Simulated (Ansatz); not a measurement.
SiNH3Cl2, closed shell: a saddle search.

The input file, in.yaml:

```yaml
crystal:
  periodic: [false, false, false]
  atoms:
    - {symbol: Si, position_ang: [-0.131000, 0.133300, 0.551600]}
    - {symbol: H, position_ang: [1.217000, -1.030600, -0.290700]}
    - {symbol: N, position_ang: [-0.369900, 0.260700, -1.071000]}
    - {symbol: H, position_ang: [0.724100, -0.654400, -1.149900]}
    - {symbol: Cl, position_ang: [0.853200, 1.464600, 1.694300]}
    - {symbol: Cl, position_ang: [-1.223500, -0.997700, 1.807200]}
    - {symbol: H, position_ang: [-1.069900, 0.824100, -1.541400]}
basis:
  gaussian: {orbitals: def2-SVP}
hamiltonian: {xc: pbe0, dispersion: d4}
saddle:
  max_steps: 30
```

Command:

```bash
ansatz run in.yaml --threads 4 --pin off --events-out ev --progress --plain --max-ram 9574MiB
```

The run's output (Ansatz 0.2.0):

```
Functional definition: PBE0
  name "PBE0"
  cite "Adamo & Barone, J. Chem. Phys. 110, 6158 (1999) doi:10.1063/1.478522"
  cite "Perdew, Burke & Ernzerhof, Phys. Rev. Lett. 77, 3865 (1996) doi:10.1103/PhysRevLett.77.3865"
  parent pbe
  parameter a = 0.25
  parameter kappa = 0.804
  parameter beta = 0.06672455060314922
  exchange = (1 - a)*pbe_x(kappa = kappa, mu = beta*pi^2/3) + a*exact_x
  correlation = pbe_c(beta = beta)
840 factors; integrals over basis functions are off by at most 3.3e-4 eV
mean field evaluation 1: about -34429.6933 eV, gradient 5.7e1 eV
mean field evaluation 2: about -34392.0885 eV, gradient 1.2e2 eV
mean field evaluation 4: about -34436.7139 eV, gradient 5.0e0 eV
mean field evaluation 8: about -34436.7853 eV, gradient 1.1e-1 eV
mean field evaluation 16: about -34436.7854 eV, gradient 3.1e-5 eV
mean field -34436.78537253 eV, -1265.5285203489 hartree, gradient 3.1e-5 eV, S^2 0.000000; 0 other end points of the search recorded, 0 dependent functions left out
the calculation of the forces begins
reference -34436.78539555 eV, -1265.5285211948 hartree; 29, 29 occupied and 54, 54 virtual orbitals, 840 factors
saddle search: the rotation starts from a random direction (saddle.seed = 0)
these checks for a lower state are left out or cut short: stability, starts, cluster_reference, orbital_swaps, neighbouring_geometries, increment
840 factors; integrals over basis functions are off by at most 3.3e-4 eV
mean field -34436.76732513 eV, -1265.5278571194 hartree, gradient 1.5e-6 eV, S^2 0.000000; 0 other end points of the search recorded, 0 dependent functions left out
the calculation of the forces begins
reference -34436.76734814 eV, -1265.5278579649 hartree; 29, 29 occupied and 54, 54 virtual orbitals, 840 factors
these checks for a lower state are left out or cut short: stability, starts, cluster_reference, orbital_swaps, neighbouring_geometries, increment
840 factors; integrals over basis functions are off by at most 3.3e-4 eV
mean field -34436.77062020 eV, -1265.5279782107 hartree, gradient 3.1e-6 eV, S^2 0.000000; 0 other end points of the search recorded, 0 dependent functions left out
the calculation of the forces begins
reference -34436.77064320 eV, -1265.5279790562 hartree; 29, 29 occupied and 54, 54 virtual orbitals, 840 factors
these checks for a lower state are left out or cut short: stability, starts, cluster_reference, orbital_swaps, neighbouring_geometries, increment
840 factors; integrals over basis functions are off by at most 3.3e-4 eV
mean field evaluation 32: about -34436.7658 eV, gradient 2.7e-3 eV
mean field -34436.76583073 eV, -1265.5278022012 hartree, gradient 3.4e-6 eV, S^2 0.000000; 0 other end points of the search recorded, 0 dependent functions left out
the calculation of the forces begins
reference -34436.76585375 eV, -1265.5278030472 hartree; 29, 29 occupied and 54, 54 virtual orbitals, 840 factors
these checks for a lower state are left out or cut short: stability, starts, cluster_reference, orbital_swaps, neighbouring_geometries, increment
840 factors; integrals over basis functions are off by at most 3.3e-4 eV
mean field -34436.75980643 eV, -1265.5275808123 hartree, gradient 2.3e-6 eV, S^2 0.000000; 0 other end points of the search recorded, 0 dependent functions left out
the calculation of the forces begins
reference -34436.75982945 eV, -1265.5275816581 hartree; 29, 29 occupied and 54, 54 virtual orbitals, 840 factors
these checks for a lower state are left out or cut short: stability, starts, cluster_reference, orbital_swaps, neighbouring_geometries, increment
840 factors; integrals over basis functions are off by at most 3.3e-4 eV
mean field -34436.75910437 eV, -1265.5275550121 hartree, gradient 2.3e-6 eV, S^2 0.000000; 0 other end points of the search recorded, 0 dependent functions left out
the calculation of the forces begins
reference -34436.75912738 eV, -1265.5275558575 hartree; 29, 29 occupied and 54, 54 virtual orbitals, 840 factors
these checks for a lower state are left out or cut short: stability, starts, cluster_reference, orbital_swaps, neighbouring_geometries, increment
840 factors; integrals over basis functions are off by at most 3.3e-4 eV
mean field -34436.77153315 eV, -1265.5280117612 hartree, gradient 3.0e-6 eV, S^2 0.000000; 0 other end points of the search recorded, 0 dependent functions left out
the calculation of the forces begins
reference -34436.77155616 eV, -1265.5280126066 hartree; 29, 29 occupied and 54, 54 virtual orbitals, 840 factors
these checks for a lower state are left out or cut short: stability, starts, cluster_reference, orbital_swaps, neighbouring_geometries, increment
840 factors; integrals over basis functions are off by at most 3.3e-4 eV
mean field -34436.77933097 eV, -1265.5282983256 hartree, gradient 2.4e-6 eV, S^2 0.000000; 0 other end points of the search recorded, 0 dependent functions left out
the calculation of the forces begins
reference -34436.77935399 eV, -1265.5282991716 hartree; 29, 29 occupied and 54, 54 virtual orbitals, 840 factors
these checks for a lower state are left out or cut short: stability, starts, cluster_reference, orbital_swaps, neighbouring_geometries, increment
840 factors; integrals over basis functions are off by at most 3.4e-4 eV
mean field evaluation 64: about -34436.7735 eV, gradient 1.3e-6 eV
mean field -34436.77346592 eV, -1265.5280827892 hartree, gradient 1.7e-6 eV, S^2 0.000000; 0 other end points of the search recorded, 0 dependent functions left out
the calculation of the forces begins
reference -34436.77348894 eV, -1265.5280836350 hartree; 29, 29 occupied and 54, 54 virtual orbitals, 840 factors
these checks for a lower state are left out or cut short: stability, starts, cluster_reference, orbital_swaps, neighbouring_geometries, increment
840 factors; integrals over basis functions are off by at most 3.3e-4 eV
mean field -34436.76440848 eV, -1265.5277499343 hartree, gradient 2.2e-6 eV, S^2 0.000000; 0 other end points of the search recorded, 0 dependent functions left out
the calculation of the forces begins
reference -34436.76443150 eV, -1265.5277507802 hartree; 29, 29 occupied and 54, 54 virtual orbitals, 840 factors
these checks for a lower state are left out or cut short: stability, starts, cluster_reference, orbital_swaps, neighbouring_geometries, increment
840 factors; integrals over basis functions are off by at most 3.3e-4 eV
mean field -34436.76247565 eV, -1265.5276789042 hartree, gradient 2.9e-6 eV, S^2 0.000000; 0 other end points of the search recorded, 0 dependent functions left out
the calculation of the forces begins
reference -34436.76249866 eV, -1265.5276797498 hartree; 29, 29 occupied and 54, 54 virtual orbitals, 840 factors
these checks for a lower state are left out or cut short: stability, starts, cluster_reference, orbital_swaps, neighbouring_geometries, increment
840 factors; integrals over basis functions are off by at most 3.3e-4 eV
mean field -34436.76491047 eV, -1265.5277683821 hartree, gradient 3.1e-6 eV, S^2 0.000000; 0 other end points of the search recorded, 0 dependent functions left out
the calculation of the forces begins
reference -34436.76493347 eV, -1265.5277692274 hartree; 29, 29 occupied and 54, 54 virtual orbitals, 840 factors
these checks for a lower state are left out or cut short: stability, starts, cluster_reference, orbital_swaps, neighbouring_geometries, increment
840 factors; integrals over basis functions are off by at most 3.3e-4 eV
mean field -34436.76246748 eV, -1265.5276786038 hartree, gradient 2.9e-6 eV, S^2 0.000000; 0 other end points of the search recorded, 0 dependent functions left out
the calculation of the forces begins
reference -34436.76249049 eV, -1265.5276794495 hartree; 29, 29 occupied and 54, 54 virtual orbitals, 840 factors
saddle step   1: F+E_penalty+E_count = -34436.97899936 eV  max|allowed force component| = 1.864e0 eV/Å  curvature = -18.6634 eV/Å²  mode residual = 4.13e-2 eV/Å²  Δτ_max = 0.0000 Å  (9 rotations, 13 force calls, 206 SCF iters)  cluster: 3 rotations left out, max|force component along them| = 2.730e-7 eV/Å
saddle step   2: F+E_penalty+E_count = -34437.02298583 eV  max|allowed force component| = 2.440e0 eV/Å  curvature = -7.6407 eV/Å²  mode residual = 1.26e0 eV/Å²  Δτ_max = 0.2000 Å  (1 rotations, 3 force calls, 61 SCF iters)  cluster: 3 rotations left out, max|force component along them| = 4.015e-8 eV/Å
saddle step   3: F+E_penalty+E_count = -34437.17455091 eV  max|allowed force component| = 2.056e0 eV/Å  curvature = -5.2075 eV/Å²  mode residual = 2.40e0 eV/Å²  Δτ_max = 0.1435 Å  (1 rotations, 3 force calls, 59 SCF iters)  cluster: 3 rotations left out, max|force component along them| = 1.060e-7 eV/Å
saddle step   4: F+E_penalty+E_count = -34437.23589916 eV  max|allowed force component| = 1.789e0 eV/Å  curvature = -3.4948 eV/Å²  mode residual = 3.47e0 eV/Å²  Δτ_max = 0.0387 Å  (1 rotations, 3 force calls, 57 SCF iters)  cluster: 3 rotations left out, max|force component along them| = 2.266e-7 eV/Å
saddle step   5: F+E_penalty+E_count = -34437.31761496 eV  max|allowed force component| = 5.015e-1 eV/Å  curvature = -2.9444 eV/Å²  mode residual = 3.70e0 eV/Å²  Δτ_max = 0.1497 Å  (1 rotations, 3 force calls, 59 SCF iters)  cluster: 3 rotations left out, max|force component along them| = 2.251e-7 eV/Å
saddle step   6: F+E_penalty+E_count = -34437.32400360 eV  max|allowed force component| = 2.609e-1 eV/Å  curvature = -2.2204 eV/Å²  mode residual = 4.94e0 eV/Å²  Δτ_max = 0.0604 Å  (1 rotations, 3 force calls, 56 SCF iters)  cluster: 3 rotations left out, max|force component along them| = 2.512e-7 eV/Å
saddle step   7: F+E_penalty+E_count = -34437.31347727 eV  max|allowed force component| = 3.829e-1 eV/Å  curvature = -3.9598 eV/Å²  mode residual = 4.72e0 eV/Å²  Δτ_max = 0.0574 Å  (1 rotations, 3 force calls, 56 SCF iters)  cluster: 3 rotations left out, max|force component along them| = 5.142e-8 eV/Å
saddle step   8: F+E_penalty+E_count = -34437.32278630 eV  max|allowed force component| = 2.435e-1 eV/Å  curvature = -6.4251 eV/Å²  mode residual = 3.45e0 eV/Å²  Δτ_max = 0.0361 Å  (1 rotations, 3 force calls, 57 SCF iters)  cluster: 3 rotations left out, max|force component along them| = 1.585e-8 eV/Å
saddle step   9: F+E_penalty+E_count = -34437.32162673 eV  max|allowed force component| = 2.095e-1 eV/Å  curvature = -6.0648 eV/Å²  mode residual = 1.46e0 eV/Å²  Δτ_max = 0.0273 Å  (1 rotations, 3 force calls, 55 SCF iters)  cluster: 3 rotations left out, max|force component along them| = 1.069e-7 eV/Å
saddle search: the force at step 10 is within saddle.f_tol, and the search now checks the order of the point unasked, as it does wherever a lone molecule whose rigid rotations it leaves out would converge (saddle.isolated_cluster): at most 100 rotations across the mode and 202 force calls, two more next to a line or behind a second negative curvature, two more where it reads a positive, two for each turn that reads one and six more at each negative that it reads, and up to 22 at one that stands (24 where saddle.amplitude is under 0.005 Å), over each length that the point is read over (saddle.order_check: false declines the check)
saddle search: the rotation starts from a random direction (saddle.seed = 0)
saddle step  10: F+E_penalty+E_count = -34437.32336370 eV  max|allowed force component| = 4.548e-2 eV/Å  curvature = -5.5069 eV/Å² (error put at 0.0014; -5.5079 at half of saddle.amplitude)  mode residual = 1.99e0 eV/Å²  Δτ_max = 0.0135 Å  (1 rotations, 49 force calls, 718 SCF iters)  order check (unasked): positive, curvature across the mode = +0.4119 eV/Å²; +0.3269 less its residual, +0.3249 less it at half of saddle.amplitude; error put at 0.0020 (37 force calls)  cluster: 3 rotations left out, max|force component along them| = 6.915e-8 eV/Å
Total energy: -34437.32338516 eV, -1265.5482919485 hartree
Atom 0 at    -0.139202     0.135980     0.414062 Å, force    -0.010177     0.006964    -0.045483 eV/Å
Atom 1 at     1.153434    -0.972069    -0.109341 Å, force    -0.009619     0.007403    -0.010592 eV/Å
Atom 2 at    -0.486488     0.357383    -1.137348 Å, force    -0.030347     0.025540     0.015808 eV/Å
Atom 3 at     0.750975    -0.668243    -0.838670 Å, force     0.023269    -0.018233     0.028278 eV/Å
Atom 4 at     0.989713     1.366387     1.603891 Å, force    -0.001251    -0.006821    -0.003795 eV/Å
Atom 5 at    -1.100176    -1.122637     1.716518 Å, force     0.006466     0.001654    -0.003702 eV/Å
Atom 6 at    -1.168256     0.903199    -1.649012 Å, force     0.021660    -0.016507     0.019486 eV/Å
Dipole moment:     0.044800    -0.040471    -0.037906 e Å

[the SCF lines of later steps are left out]
```

The lines “mean field evaluation” count trial sets of orbitals through the whole run, from several starts and some on an approximate energy, so they need not fall steadily or lie above the final value.

Hardware: 4 CPU threads of an Intel Xeon, shared host. Wall time about 110 s.


The run ended normally. No guess of the unstable mode was given, so the search starts along a random direction and may reach another saddle than the intended one.